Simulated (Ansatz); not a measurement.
Molecule: sum formula Si2H3F3 (charge 0, singlet). 
Coordinates optimised at B3LYP-D3(BJ)/def2-TZVP (Ansatz, an electronic-structure program):
SMILES: F[SiH2][SiH](F)F
```xyz
8

F     -1.8125    -1.5016     0.5221
Si    -1.4275    -0.0227     0.0132
Si     0.9017     0.0560    -0.3318
F      1.2524     1.4963    -0.9345
F      1.6590    -0.0713     1.0694
H     -1.8508     0.9539     1.0401
H     -2.1489     0.2302    -1.2541
H      1.4702    -0.9610    -1.2376
```

Property: atomisation energy (electronic, to ground-state atoms), in kJ/mol. Correlated levels leave the core frozen unless marked. UHF or UKS for open shells. Spin-orbit coupling is left out. No relativistic terms. The coupled-cluster limit lacks core correlation, which all-electron functionals hold. CBS(X,Y): correlation extrapolated as X^-3; Hartree-Fock from the larger set.

```
level               program  atomisation energy (kJ/mol)
------------------  -------  ---------------------------
HF/cc-pV(D+d)Z       Ansatz                       2093.2
r2SCAN/def2-TZVPD    Ansatz                       2939.0
BHLYP/def2-TZVPD     Ansatz                       2824.6
LC-wPBE/def2-TZVPD   Ansatz                       2924.6
RI-MP2/cc-pV(Q+d)Z   Ansatz                       3016.6
```

Predict the CCSD(T)/CBS(aug-cc-pV(T+d)Z,aug-cc-pV(Q+d)Z) result (Ansatz).

2978.7 kJ/mol
